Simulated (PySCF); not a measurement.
# A search over the determinants of KBe

Unrestricted PBE0; K def2-SVP, Be def2-SVP; no relativity (PySCF 2.14). Outer shells of the fragments: K 4s1; Be 2s2.

Followed along the bond (rough minima from three points):

```
2Ms+1   unpaired  ⟨S²⟩ at the start  R at minimum (Å)  Te (eV)
    2        σ ↑               0.77              3.43     0.00
    2        π ↑               0.75              2.94     0.66
    4  σ ↑↑, π ↑               3.75              3.32     2.10
```

Solutions found at the starting distance of 2.905 Å, counted from the lowest of them; the search is not exhaustive and high or unbound solutions are not listed, so other states can lie among these:

```csv
2Ms+1,unpaired,term,E (eV),⟨S²⟩,⟨Lz²⟩,μ (D)
2,σ ↑,²Σ⁺,0.00,0.77,0.00,-3.63
2,π ↑,²Π,0.49,0.75,1.00,-8.01
4,"σ ↑↑, π ↑",⁴Π,2.02,3.75,1.00,-6.44
4,"σ ↑, π ↑↑",⁴Σ⁻,2.28,3.75,0.00,-8.72
4,σ ↑↑↑,⁴Σ⁺,2.96,3.75,0.00,3.63
2,"σ ↑↑, π ↓",mixed,3.07,1.75,1.00,-6.63
4,"σ ↑, π ↑↑",mixed,4.40,3.75,2.00,2.18
```

A term symbol is given only where ⟨S²⟩ and ⟨Lz²⟩ are close to those of a pure state; real π, δ and φ orbitals otherwise mix terms. A positive dipole means K(−)Be(+).

Problem. Compare the gap between the two lowest followed solutions at the starting distance with the gap between their minima.

Solution. At PBE0 the second solution (doublet, unpaired electrons π ↑) lies +0.49 eV from the first (doublet, unpaired electrons σ ↑) at 2.905 Å and +0.66 eV at the minima; the two curves relax by different amounts, since their minima lie near 2.94 and 3.43 Å.

Counting both spins, an empty level lies below a filled one in some of these solutions, because spin and occupation are held.
